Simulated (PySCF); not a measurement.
C4H6NO, SMILES C1CC[N]C1=O (connectivity only; charge and spin as stated), charge -1, multiplicity 1. Coordinates come from a B3LYP-D3(BJ)/def2-SVPD optimisation. The multiplicity is an assumed one; no other spin state was optimised. The isomer is the one that the SMILES or the coordinates give; other isomers of the formula were not compared. One conformer was computed; it need not be the lowest.

Computed with B3LYP-D3(BJ)/def2-SVPD run with PySCF 2.14.0.

Harmonic wavenumbers (cm⁻¹): 154, 230, 479, 551, 640, 701, 792, 877, 884, 914, 999, 1049, 1073, 1143, 1177, 1213, 1249, 1285, 1297, 1388, 1448, 1467, 1485, 1666, 2829, 2937, 2991, 3001, 3033, 3068. Rotational constants (GHz): 7.389, 3.498, 2.514; symmetry number 1.

### Question
Work out the zero-point energy and the ideal-gas rigid-rotor harmonic-oscillator thermochemistry at 298.15 K and 1 atm.

### Answer
ZPE = ½ Σ hcν = ½ × 42022 cm⁻¹ = 251.35 kJ/mol. H − E(el) = 267.28 kJ/mol. Entropy in J/(mol K): translation 164.02, rotation 108.81, vibration 31.89, total 304.72. G − E(el) = 176.43 kJ/mol. Cp = 86.22 J/(mol K).
